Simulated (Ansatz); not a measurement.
The same atomization along the group N, As, Sb.

Isolated molecules relaxed with PBE0-D4/def2-TZVP in Ansatz; ΔE leaves out vibrations. CCSD(T)/CBS is the MP2 limit (def2-TZVPP, def2-QZVPP) plus CCSD(T) − MP2 in def2-TZVPP, frozen cores. Small cases extrapolate CCSD(T) itself. Functionals use def2-TZVPP. No spin–orbit coupling; open shells (•) take unrestricted orbitals. Spin–orbit coupling would lower the free atoms: a little for Si. def2 core potentials past Kr. For As, Sb outer-core shells are correlated without core-valence functions, so the limit isn't a true one: a few kJ/mol of doubt a bond, and 10 to 20 or more in all where bonds break to atoms. Scalar relativity is left out up to krypton.

| reaction | PBE0-D4 (kcal/mol) |
| --- | --- |
| `N[SiH3]` → N• + 5 H• + Si• | 510.2 |
| `[SiH3][AsH2]` → As• + 5 H• + Si• | 431.2 |
| `[SiH3][SbH2]` → Sb• + 5 H• + Si• | 408.3 |

(1) Give the CCSD(T)/CBS values in the same order. (Best estimate.)

Largest T1 diagnostic: 0.014, for `[SiH3][SbH2]`.

Extrapolated directly: `N[SiH3]` → N• + 5 H• + Si•.

Results:

(1) The calculation gave: 518.9, 439.2, 418.1 kcal/mol.

For atomizations the MP2-based limit and the directly extrapolated one differ by several kJ/mol either way, and by 10 to 25 for some Ge, Se and Sn compounds, so smaller differences from it don't rank the levels.
